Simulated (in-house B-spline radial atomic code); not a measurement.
A run on the niobium ion Nb³⁺ (an excited or competing configuration) that did not converge. Method: scalar-relativistic (X2C) wB97X, spin-polarised, spherical fractional occupations, Fermi nucleus of rms radius 4.324 fm; computed with an all-electron radial atomic-structure program (B-spline basis). In the input, 2p2,3 would mean two up and three down electrons.

Command:
```bash
python run_scf.py task.json out
```
Settings (nuclear radius in fm, mass in u):
```
Z                41
configuration    1s2 2s2 2p6 3s2 3p6 3d10 4s2 4p6 4d1,0 4f1,0
hamiltonian      x2c
method           wb97x
spin_polarised   True
nucleus          fermi
rms_radius       4.324
atomic_mass      92.90637
speed_of_light   137.035999084
```

First and last ten iterations of the last attempt (damped for 15 steps, keeping 80 % of the old Fock matrix, then DIIS):
```
 iter        energy (Eh)    residual
    1       -3811.999283    4.29e-01
    2       -3815.368963    2.08e-01
    3       -3816.097481    1.34e-01
    4       -3816.443251    9.09e-02
    5       -3816.601461    6.64e-02
    6       -3816.673106    4.90e-02
    7       -3816.705826    3.65e-02
    8       -3816.721002    2.75e-02
    9       -3816.728163    2.08e-02
   10       -3816.731604    1.58e-02
  111       -3816.735077    3.71e-06
  112       -3816.735076    3.01e-06
  113       -3816.735077    2.66e-06
  114       -3816.735076    1.80e-06
  115       -3816.735076    1.95e-06
  116       -3816.735077    1.75e-06
  117       -3816.735077    3.20e-06
  118       -3816.735077    3.33e-06
  119       -3816.735077    3.68e-06
  120       -3816.735077    3.30e-06
 not converged after 120 iterations
```

The smallest residual met was 6.2e-07; the threshold is about 4e-07. Over the last five steps the energy moves by less than 7e-08 hartree, but the orbitals didn't meet the threshold. Time taken, with all properties: 19 s on 1 thread of Arm Neoverse V1 (shared host).
